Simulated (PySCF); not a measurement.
Isomers of C7H7N, one conformer each; single-point electronic energies without zero-point terms and without any empirical dispersion term.

All values: PBE0/pcSseg-1 (PySCF, non-relativistic), each on one gas-phase PBE0-D3(BJ)/def2-SVP geometry that isn't relaxed in the solvent. The solvent is an IEF-PCM continuum (van der Waals radii × 1.2). Only the electrostatic response of the medium enters.

```tsv
isomer	relative energy, gas (kJ/mol)	dipole (D)
`[H]/N=C\C1=CC=CC=C1`	0.0	3.02
`N#C[C@]12C[C@@H]3[C@H](C1)[C@@H]32`	228.9	4.37
```

Problem. How do the relative energies look in cyclohexane (ε = 2.017)?

Solution. 
```json
{"isomer": "`[H]/N=C\\C1=CC=CC=C1`", "relative energy, solvent (kJ/mol)": "0.0", "E(solvent) − E(gas) (kJ/mol)": "-11.4", "dipole in solvent (D)": "3.36"}
{"isomer": "`N#C[C@]12C[C@@H]3[C@H](C1)[C@@H]32`", "relative energy, solvent (kJ/mol)": "230.0", "E(solvent) − E(gas) (kJ/mol)": "-10.4", "dipole in solvent (D)": "4.87"}
```

The order is unchanged. Conformers: `[H]/[N:1]=[CH:2]\[c:3]1[cH:4][cH:5][cH:6][cH:7][cH:8]1` with N1–C2–C3–C4 0°. `[H]/N=C\C1=CC=CC=C1` gains most from the continuum, while `N#C[C@]12C[C@@H]3[C@H](C1)[C@@H]32` has the largest gas-phase dipole. The gains span 1.0 kJ/mol, the gas-phase energies 228.9 kJ/mol.
